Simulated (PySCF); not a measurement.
OS₂, SMILES S=[S+][O-].

Coordinates come from a PBE0-D3(BJ)/def2-TZVP optimisation.

The numbers are results of TDDFT-B3LYP/def2-SVPD (PySCF 2.14.0), not measurements.

Vertical excitations. Gas-phase values at a fixed geometry. State labels are in the subgroup Cs.

Computed UV-visible absorptions:
```csv
state,symmetry,energy (eV),λ (nm),f,main pairs
S1,A",2.38,521,0.000,HOMO→LUMO 100 %
S2,A",2.99,414,0.000,HOMO−1→LUMO 99 %
S3,A',4.48,277,0.071,HOMO−2→LUMO 90 %
S4,A',6.44,192,0.005,HOMO→LUMO+1 97 %
S5,A',6.92,179,0.015,"HOMO→LUMO+2 64 %, HOMO−1→LUMO+1 33 %"
S6,A",7.00,177,0.000,HOMO−3→LUMO 92 %
S7,A",7.14,174,0.001,HOMO−2→LUMO+1 87 %
S8,A",7.36,169,0.000,HOMO−5→LUMO 97 %
S9,A',7.37,168,0.075,"HOMO→LUMO+3 56 %, HOMO−1→LUMO+1 17 %, HOMO→LUMO+2 13 %, HOMO−1→LUMO+2 11 %"
S10,A',7.52,165,0.001,"HOMO−1→LUMO+2 76 %, HOMO→LUMO+3 14 %"
T1,A",1.82,682,0,HOMO→LUMO 96 %
T2,A',2.29,542,0,HOMO−2→LUMO 99 %
T3,A",2.40,516,0,HOMO−1→LUMO 96 %
T4,A',5.68,218,0,HOMO→LUMO+1 93 %
```
Triplets are in the Tamm–Dancoff approximation, which puts them higher than full response would, so one can lie above its singlet here.
